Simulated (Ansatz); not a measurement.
```xyz
8

I     0.8895    0.1446   -2.2196
C    -0.3011    0.5151   -0.4967
B    -0.4946   -0.8800    0.0599
C     0.4012    0.1184    0.7977
H    -0.9256    1.3892   -0.6125
H    -0.9960   -1.9424   -0.0696
H    -0.0565    0.5818    1.6737
H     1.4832    0.0734    0.8671
```

Total charge 0; spin multiplicity 1. I takes the def2 core potential.

Problem. List the r2SCAN/def2-TZVPP orbital energies in eV (Ansatz 0.2.0). (Best estimate.)

Solution. Ansatz gave: Occupied: -274.25, -273.21, -184.71, -180.98, -130.86, -130.55, -130.52, -50.62, -50.53, -50.51, -50.25, -50.25, -21.59, -18.15, -15.16, -13.18, -11.66, -11.18, -9.05, -8.17, -7.38, -6.65, -6.13. Lowest empty: -2.47, -1.09, 1.38, 1.77, 2.34, 2.71, 2.77, 3.64.
